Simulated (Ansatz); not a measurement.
Ansatz (a first-principles code) input (B3LYP/6-31G*):

Ansatz 0.2 input:
```yaml
crystal:
  periodic: [false, false, false]
  atoms:
    - {symbol: O, position_ang: [1.38936183, -0.15149045, -0.35929436]}
    - {symbol: S, position_ang: [0.17155519, -0.00809188, 0.40706708]}
    - {symbol: F, position_ang: [-0.64948710, 1.24493184, -0.22966904]}
    - {symbol: F, position_ang: [-0.89048820, -1.09588811, -0.17463300]}
basis:
  gaussian:
    orbitals: 6-31G*
hamiltonian:
  xc: {name: B3LYP}
phonons: {temperatures: {t_min: 298.15, t_max: 298.15, t_step: 100}}
```

Task: Which harmonic wavenumbers does it give?

Result: 338, 355, 493, 762, 810, 1313 cm⁻¹ (unscaled; negative means imaginary).
